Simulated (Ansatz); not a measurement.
Calculated with Ansatz (gas phase, PBE0-D4/def2-TZVP geometries, no zero-point term in ΔE). CCSD(T)/CBS is the MP2 limit (def2-TZVPP, def2-QZVPP) plus CCSD(T) − MP2 in def2-TZVPP, frozen cores. This one scheme is used for every species. DFT in def2-TZVPP. For Ga, Se outer-core shells are correlated without core-valence functions, which leaves a few kJ/mol of doubt a bond. Scalar relativity is left out up to krypton. One conformer a species, not always the lowest.

Reaction (ligand exchange at a Ga–N bond): `O=C=[N][GaH][Cl]` + `[SiH3][SeH]` → `[SiH3][Se][GaH][Cl]` + `N=C=O`

`O=C=[N][GaH][Cl]`:

Cartesian coordinates in Å:
```
O -2.656 -0.522 0.701
C -1.601 -0.053 0.556
N -0.535 0.493 0.446
Ga 1.130 0.279 -0.269
Cl 1.440 -1.552 -1.316
H 2.222 1.354 -0.118
```

`[SiH3][SeH]`:

Z-matrix (Å, degrees):
```
Si
Se 1 2.279
H 1 1.484 2 111.4
H 1 1.484 2 111.5 3 -122.1
H 1 1.483 2 104.9 3 119.0
H 2 1.469 1 93.0 3 60.4
```

`[SiH3][Se][GaH][Cl]`:

Cartesian coordinates in Å:
```
Si -0.338 -1.087 1.103
Se 0.939 -0.944 -0.789
Ga 0.407 1.246 -1.292
Cl 1.361 1.982 -3.063
H -1.027 0.205 1.344
H 0.539 -1.411 2.254
H -1.341 -2.166 0.929
H -0.540 2.174 -0.485
```

`N=C=O`:

```xyz
4

N    -0.187   -0.564    0.483
C    -0.003    0.483   -0.091
O     0.111    1.551   -0.531
H     0.079   -1.470    0.139
```

Q: Is it downhill or uphill in electronic energy at CCSD(T)/CBS, and by how much? (Estimate.)

A: The calculation gave: Downhill: ΔE = -30.0 kJ/mol.

Q: What do these levels give: BLYP-D4, ωB97M-V, CAM-B3LYP, HF/def2-TZVPP, SCS-MP2/def2-TZVPP, SCS-MP2/def2-QZVPP? (An estimate is asked.)

A: Ansatz gave: BLYP-D4 -32.2, ωB97M-V -27.9, CAM-B3LYP -19.5, HF/def2-TZVPP -9.2, SCS-MP2/def2-TZVPP -20.7, SCS-MP2/def2-QZVPP -23.2 kJ/mol.

Largest T1 diagnostic among the species: 0.018.

From PBE to PBE0 (25 % exact exchange), in def2-TZVPP and without D4, ΔE moves by +3.4 kJ/mol. Leaving LDA and LC-ωPBE aside and taking each functional with its dispersion term where it has one, the values, not all of them listed here, spread over 16.6 kJ/mol, from PBE-D4 to CAM-B3LYP-D4. The D4 term adds −5.1 kJ/mol with B3LYP and −2.7 kJ/mol with PBE0; it sums over pairs of atoms, weighted by their polarisabilities, and B3LYP, whose exchange is more repulsive, gets the larger term.

B3LYP here is the variant with VWN-RPA as its local correlation; programs differ in this.
